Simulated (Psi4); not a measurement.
C$_{2}$H$_{4}$, charge +1, doublet, geometry from GFN2-xTB (a state made from the parent by changing its charge; the spin is typed, not shown lowest). Base run: HF/6-31G* (Psi4).

Here is a job for Psi4.
```
memory 2 GB

molecule {
1 2
C    -0.01363228   -0.00641662    0.65335312
C     0.01363228    0.00641662   -0.65335312
H     0.20968731    0.85394969    1.29649447
H    -0.26322925   -0.87915153    1.26960612
H    -0.20979374    0.87921939   -1.27947513
H     0.26333568   -0.85401755   -1.28662546
}

set {
  basis 6-31g*
  reference uhf
}

energy('scf')
print_variables()
```

The base run was repeated with changes; each row names its change, and settings that it needs were set with it.

| change | ΔE vs base (mEh) | point group used | SCF cycles |
|---|---|---|---|
| base | 0.000 | c1 | 9 |
| jitter_ang = 0.002 | 0.363 | c1 | 10 |
| molecule keys = no_reorient | 0.000 | c1 | 9 |
| molecule keys = symmetry c1 | 0.000 | c1 | 9 |
| molecule keys = symmetry c1, no_reorient, no_com | 0.000 | c1 | 9 |

Open shells are given as the SCF converged; they aren't shown to be the lowest states, and a large step between rows can be another state.
